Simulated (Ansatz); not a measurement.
A nudged elastic band was laid between two geometries of CH4O + CH6OSi (15 atoms, charge 0, multiplicity 1).

These are results of RKS PBE-D4/6-31G* in Ansatz 0.2.0, not measurements.

```
movable images  : 5
climbing image  : yes
spring          : 5.0 eV/Å²
optimiser       : quadratic models (default)
start path      : through a guess of the saddle point
force threshold : 0.05 eV/Å
iteration limit : 60
end points      : relaxed
```

Initial state:

```xyz
15
Properties=species:S:1:pos:R:3
Si -1.271 1.345 0.141
H 0.053 1.970 0.475
O -1.085 -0.173 -0.588
C -0.439 -0.235 -1.864
H -1.979 2.254 -0.829
H -2.102 1.134 1.360
H -0.258 -1.058 0.893
O 0.247 -0.986 1.737
C 1.619 -0.886 1.380
H -0.523 -1.269 -2.236
H -0.922 0.441 -2.595
H 0.634 0.030 -1.790
H 1.836 -0.009 0.731
H 1.999 -1.797 0.869
H 2.190 -0.760 2.315
```

Final state:

```xyz
15
Properties=species:S:1:pos:R:3
Si -1.287 0.260 0.557
H 2.528 1.452 -0.891
O -1.338 -0.689 -0.815
C -0.746 -0.237 -2.035
H -1.736 1.656 0.253
H -2.162 -0.471 1.528
H 1.979 1.318 -0.393
O 0.239 0.472 1.206
C 0.929 -0.631 1.801
H -1.145 -0.855 -2.855
H -0.987 0.823 -2.244
H 0.354 -0.347 -2.010
H 0.263 -1.227 2.456
H 1.752 -0.226 2.412
H 1.356 -1.299 1.030
```

Problem. Which bonds break or form, and what moves?

Solution. Bonds broken: Si1–H2, H7–O8. Bonds formed: Si1–O8, H2–H7. CH4O + CH6OSi becomes C2H8O2Si + H2.

Problem. What energy profile does the band end with?

Solution. It converged. The highest image is number 4 of 0 to 6, 1.28 eV above the first end and 2.04 eV above the last; the last end lies 0.76 eV below the first. Neighbouring images differ by up to 1.9 eV, so the band resolves the path poorly. A vibrational analysis at the climbing image gives one clearly imaginary mode, 1135i cm⁻¹: a first-order saddle point. The orbitals stay closed-shell, which can raise the energy where a bond breaks towards radicals; this wasn't checked here.

```json
{"image": "0", "path coordinate (Å)": "0.00", "energy (eV)": "0.00", "Si1–H2 (Å)": "1.50", "H7–O8 (Å)": "0.99", "Si1–O8 (Å)": "3.21"}
{"image": "1", "path coordinate (Å)": "2.64", "energy (eV)": "0.06", "Si1–H2 (Å)": "1.50", "H7–O8 (Å)": "0.99", "Si1–O8 (Å)": "3.68"}
{"image": "2", "path coordinate (Å)": "5.28", "energy (eV)": "0.13", "Si1–H2 (Å)": "1.50", "H7–O8 (Å)": "0.98", "Si1–O8 (Å)": "2.59"}
{"image": "3", "path coordinate (Å)": "7.91", "energy (eV)": "0.24", "Si1–H2 (Å)": "1.51", "H7–O8 (Å)": "0.98", "Si1–O8 (Å)": "3.42"}
{"image": "4", "path coordinate (Å)": "10.55", "energy (eV)": "1.28", "Si1–H2 (Å)": "1.81", "H7–O8 (Å)": "1.16", "Si1–O8 (Å)": "1.90"}
{"image": "5", "path coordinate (Å)": "12.94", "energy (eV)": "-0.63", "Si1–H2 (Å)": "3.60", "H7–O8 (Å)": "2.25", "Si1–O8 (Å)": "1.67"}
{"image": "6", "path coordinate (Å)": "15.32", "energy (eV)": "-0.76", "Si1–H2 (Å)": "4.25", "H7–O8 (Å)": "2.51", "Si1–O8 (Å)": "1.67"}
```

Problem. What is the geometry of the highest image?

Solution. 
```xyz
15
Properties=species:S:1:pos:R:3
Si -0.592 0.223 0.154
H 0.896 0.406 -0.860
O -1.468 -0.244 -1.199
C -1.126 0.105 -2.536
H -0.523 1.689 0.492
H -1.508 -0.388 1.181
H 1.362 -0.074 0.055
O 0.903 -0.627 0.960
C 1.241 -0.444 2.349
H -1.606 -0.625 -3.210
H -1.496 1.117 -2.788
H -0.031 0.084 -2.702
H 0.325 -0.608 2.940
H 1.622 0.575 2.535
H 2.001 -1.189 2.630
```

Time of the run: 4.6 min on 2 threads of Arm Neoverse V2 (shared host), peak memory 0.15 GiB.
